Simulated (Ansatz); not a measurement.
Basis-set extrapolation for `O[SiH2]C[SiH](O)O` (PBE0-D4/def2-TZVP geometry, frozen core, the Gaussian-basis code of Ansatz). Multiplicity 1, RHF reference.

```json
{"": "HF", "def2-TZVPP": "-845.304563", "def2-QZVPP": "-845.336184"}
{"": "MP2 correlation", "def2-TZVPP": "-1.144506", "def2-QZVPP": "-1.234533"}
{"": "CCSD(T) correlation", "def2-TZVPP": "-1.228798", "def2-QZVPP": "not run"}
```

Energies in hartree. Use E(X) = E(∞) + A·exp(−7.88·√X) for Hartree–Fock and E(X) = E(∞) + B·X^(−2.97) for correlation, with X = 3 and 4, and add CCSD(T) minus MP2 of the smaller set to the MP2 limit.

Q: What is the CCSD(T) energy at the basis-set limit?

A: HF limit: -845.336184 + (-0.031621) × 0.13774 = -845.34054. MP2 limit: -1.234533 + (-0.090027) × 0.74074 = -1.30122. Higher-order term: -1.228798 − (-1.144506) = -0.08429. Total: -846.72605 hartree, 505.9 kJ/mol below CCSD(T)/def2-TZVPP.
